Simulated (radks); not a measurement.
Question: Radial electron density D(r) = 4 pi r^2 rho(r) of an atom or ion with 55 electrons. Method: Dirac Kohn-Sham, PBEsol, spin-unpolarised, spherical densities, finite nucleus; Fermi nuclear charge, rms radius of each element as measured or else 0.836 A^(1/3) + 0.57 fm; computed with a radial shooting solver on a logarithmic mesh with Libxc functionals.

r (bohr),D(r) (e/bohr)
0.002115,8.982
0.002443,11.24
0.002821,13.99
0.003258,17.30
0.003793,21.46
0.00438,26.08
0.005058,31.37
0.005842,37.29
0.006801,44.09
0.007854,50.86
0.009071,57.63
0.01048,63.99
0.01219,69.72
0.01408,73.70
0.01627,75.83
0.01878,75.94
0.02187,74.05
0.02526,71.06
0.02917,68.10
0.03368,66.62
0.03921,68.15
0.04529,73.19
0.0523,81.08
0.0604,89.75
0.07032,96.37
0.08121,97.37
0.09379,92.31
0.1083,83.27
0.1261,74.40
0.1456,71.38
0.1682,74.96
0.1942,81.44
0.2261,83.81
0.2611,76.38
0.3016,60.45
0.3483,42.95
0.4055,31.41
0.4683,29.81
0.5408,33.06
0.6245,34.52
0.7271,30.36
0.8397,22.70
0.9697,15.34
1.12,10.72
1.304,8.647
1.506,7.699
1.739,6.494
2.008,4.808
2.338,2.963
2.7,1.602
3.118,0.7577
3.601,0.3233
4.192,0.1213
4.842,0.04416
5.592,0.01416
6.458,0.003729
7.518,0.0006859

What is the nuclear charge?

Answer: Z = 57. The innermost maximum, from 1s, lies near gamma/Z bohr with gamma = sqrt(1 - (Z/c)^2) = 0.909, here 0.016 bohr (found: 0.0176), and its height grows with Z. The density is that of the lanthanum ion La2+ in [Xe] 5d1; the configuration itself is not fixed sharply by these data, and Z only to a few units. D(r) has 4 maxima, at r = 0.0176, 0.0774, 0.219, 0.610 bohr, and minima at 0.0342, 0.144, 0.446 bohr, inside which lie 2.03, 11.21, 28.94 electrons.
